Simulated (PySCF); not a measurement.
# Induced dipoles and field energies

Species: C4H3ClN2O2.
Numbering: `[H]/[N:1]=[CH:2]/[c:3]1[n:4][c:5]([Cl:6])[c:7]([OH:8])[o:9]1` (hydrogens: H10 on N1; H11 on C2; H12 on O8)

Cartesian coordinates in Å at the GFN2-xTB level; atoms count from 1:
```xyz
12
C4H3ClN2O2 angstrom
N      2.4126    1.2096    0.0058
C      1.9412    0.0776    0.3047
C      0.5372   -0.2028    0.1580
N     -0.0419   -1.3371    0.4399
C     -1.3530   -1.1679    0.1581
Cl    -2.5191   -2.3779    0.3645
C     -1.5341    0.1202   -0.3061
O     -2.6223    0.7630   -0.7085
O     -0.3414    0.7277   -0.3053
H      3.4149    1.3076    0.1449
H      2.4964   -0.7850    0.6889
H     -2.3894    1.6644   -0.9711
```

Level: B3LYP/def2-SVPD (PySCF); nuclei fixed, core orbitals frozen in the response. Permanent dipole (0.613, 1.746, -0.482) D (1 au = 2.5417 D). Static polarisability (au):

```
x   126.51  23.43   5.34
y    23.43  91.58 -10.10
z     5.34 -10.10  53.84
```

Only the terms in μ and α are kept: μ(F) = μ + αF and ΔE = −μ·F − ½ F·αF.

(1) A field of 0.01 au (0.514 V/Å) is applied along each axis in both senses. Find the induced dipole, the size of the total dipole and the two energy terms.

(2) For the field (0.0050, 0.0070, 0.0050) au, what is the induced dipole, and what angle does it make with the field?

(3) Which field along μ doubles the dipole in that direction (linear response)?

(4) What field makes μF equal to kT at 400 K?

(5) Induction energy −ᾱe²/2R⁴ of a unit charge at 14 Å, the molecule taken as a point?

Results:

(1) 
```tsv
field along	induced x (D)	induced y (D)	induced z (D)	total size (D)	−μ·F (kJ/mol)	−½F·αF (kJ/mol)
+x	3.216	0.596	0.136	4.501	-6.332	-16.608
−x	-3.216	-0.596	-0.136	2.912	+6.332	-16.608
+y	0.596	2.328	-0.257	4.313	-18.035	-12.022
−y	-0.596	-2.328	0.257	0.624	+18.035	-12.022
+z	0.136	-0.257	1.368	1.888	+4.979	-7.068
−z	-0.136	0.257	-1.368	2.768	-4.979	-7.068
```

(2) αF = (2.093, 1.799, 0.572) D, at 22.4° to the field. The polarisability along this direction, F·αF/F², is 102.99 au, against a mean of 90.64 au.

(3) The polarisability along the dipole is 110.27 au, so F = 0.7523 au / 110.27 au = 0.0068 au = 0.35 V/Å; higher-order terms are ignored.

(4) kT = 1.2667 × 10⁻³ Eh, so F = 0.00168 au = 8.66 MV/cm.

(5) R = 26.46 bohr, so the energy is −90.6/(2 × 26.46⁴) Eh = -0.243 kJ/mol. The charge–dipole term at its most favourable orientation, −μe/R², is -2.82 kJ/mol.

Geometry: GFN2-xTB, one conformer, isolated molecule.

The run behind these numbers computed excited states as well. Time: 71 s of wall time; peak memory 0.83 GiB. Hardware: an Intel Xeon at 2.70 GHz with one thread, no GPU (shared host).
